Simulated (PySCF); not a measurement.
Precursor series W OH-NH2. Gas-phase values, no solvent. One relaxed conformer stands for each flexible species; it need not be the lowest.

The HOMO–LUMO gap from two functionals at the same geometries (PBE-D3(BJ)/def2-SVP), both in PySCF: PBE-D3(BJ)/def2-TZVP and B3LYP-D3(BJ)/def2-TZVP. B3LYP has the VWN-RPA correlation part, as in Gaussian. 

```json
[
 {"species": "0 of 6 OH replaced by NH2 ([W(OH)6])", "PBE-D3(BJ)/def2-TZVP (eV)": "3.66"},
 {"species": "1 of 6 OH replaced by NH2", "PBE-D3(BJ)/def2-TZVP (eV)": "3.17"},
 {"species": "2 of 6 OH replaced by NH2 ([W(OH)4(NH2)2])", "PBE-D3(BJ)/def2-TZVP (eV)": "3.17"},
 {"species": "3 of 6 OH replaced by NH2 ([W(OH)3(NH2)3])", "PBE-D3(BJ)/def2-TZVP (eV)": "2.76"}
]
```

What does B3LYP-D3(BJ)/def2-TZVP give for each?


- 0 of 6 OH replaced by NH2 ([W(OH)6]): 5.50
- 1 of 6 OH replaced by NH2: 4.80
- 2 of 6 OH replaced by NH2 ([W(OH)4(NH2)2]): 4.76
- 3 of 6 OH replaced by NH2 ([W(OH)3(NH2)3]): 4.31
Over these rows, drawn at random from the members with no instability flagged (it was tested for open shells, ions and some series alone), PBE minus B3LYP-D3(BJ): mean -1.65 eV, from -1.84 eV to -1.55 eV.
